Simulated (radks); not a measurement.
The nuclear charge of the nickel ion Ni2+ is varied continuously with 26 electrons held in [Ar] 3d8. Calculated with a radial shooting solver on a logarithmic mesh with Libxc functionals: non-relativistic Kohn-Sham, PBE, spin-polarised, spherical densities, point nucleus; open shells are filled with parallel spins first. By the Hellmann-Feynman theorem dE/dZ = E(electron-nucleus)/Z, the electronic potential at the nucleus.

| Z | E (hartree) | E(electron-nucleus)/Z (hartree) | HOMO | e(HOMO) (eV) | <r> HOMO (bohr) |
|---|---|---|---|---|---|
| 27 | -1382.20866 | -121.882 | 3d | -11.319 | 1.161 |
| 27.5 | -1443.89315 | -124.853 | 3d | -18.763 | 1.056 |
| 28 | -1507.05876 | -127.808 | 3d | -27.419 | 0.9769 |
| 28.5 | -1571.69893 | -130.751 | 3d | -37.176 | 0.9132 |
| 29 | -1637.80881 | -133.687 | 3d | -47.959 | 0.8602 |

The central difference of E at Z = 28 is -127.806 hartree, to compare with the third column; the second derivative is -5.9 hartree.
